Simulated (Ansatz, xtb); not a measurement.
**Isomers of C6H5NS in order of energy**

4 gas-phase structures of C6H5NS, from a drawn sample of its isomers (lower ones may exist). Each was relaxed with GFN2-xTB:

A. `C#CC#CCC(N)=S`, a singlet
B. `[H]/N=C(/S)CC#CC#C`, a singlet
C. `C#CC#C/C=C(/N)S`, a singlet
D. `C#CC#C/C=C(\N)S`, a singlet

Problem. Which do you expect lowest at r2SCAN-D4/def2-SVP//GFN2-xTB, and how would the others follow?

Solution. Calculated order at r2SCAN-D4/def2-SVP//GFN2-xTB: A (0.0), D (9.0), C (11.3), B (18.4) kcal/mol.

Energies above the lowest of each column, in kcal/mol; the last columns are at r2SCAN-D4/def2-SVP geometries and were run for some of them only (a dash: not run or not comparable):

```tsv
structure	GFN2-xTB	HF/STO-3G	r2SCAN-D4/def2-SVP//GFN2-xTB	r2SCAN-D4/def2-SVP	CCSD(T)/def2-SVP + ΔMP2/def2-TZVPP
A	0.0	5.1	0.0	0.0	0.0
D	10.5	3.2	9.0	8.5	8.9
C	12.0	4.1	11.3	11.0	11.4
B	10.9	0.0	18.4	–	–
```

CCSD(T)/def2-SVP + ΔMP2/def2-TZVPP puts A lowest of those it was run on; HF/STO-3G picks B. Flexible structures stand in one conformer each, not always the lowest. Frequencies (GFN2-xTB) were run for A, C, D alone. ΔMP2 is the change of the MP2 energy from the smaller to the larger basis.

Over these structures GFN2-xTB departs from r2SCAN-D4/def2-SVP//GFN2-xTB by 3.1 kcal/mol on average once a common shift is removed. A GFN2-xTB relaxation took about 0.22 s and the r2SCAN-D4/def2-SVP//GFN2-xTB energy about 3.9 s on a shared host (Ansatz 0.2.0, xtb 6.7.1).
